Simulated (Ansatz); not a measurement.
Computed with Ansatz on PBE0-D4/def2-TZVP structures; ΔE is electronic, products minus reactants. CBS: MP2 limit from def2 TZ/QZ plus the TZ coupled-cluster correction, frozen cores. DFT in def2-TZVPP. B3LYP here is the variant with VWN-RPA as its local correlation; programs differ in this. For Ga outer-core shells are correlated without core-valence functions, which leaves a few kJ/mol of doubt a bond. Scalar relativity is left out up to krypton. One conformer a species, not always the lowest.

`N[SiH](O)[SiH2]F` + `[F][GaH2]` → `N[SiH2][SiH2]F` + `[OH][GaH][F]`  (redistribution)

```tsv
level	ΔE (kJ/mol)
ωB97X-V	43.8
ωB97M-V	48.8
B3LYP	43.4
MP2/def2-QZVPP	38.9
```

Task: What does CCSD(T)/CBS give? (Best estimate.)

Result: Ansatz gave: +41.0 kJ/mol. The listed levels differ from it by 2.8, 7.8, 2.4, -2.1 kJ/mol.

Largest T1 diagnostic among the species: 0.015.

In def2-TZVPP, CCSD(T) changes the Hartree–Fock value by −6.4 kJ/mol (the triples alone add −0.8 kJ/mol) and MP2 by −7.3 kJ/mol.
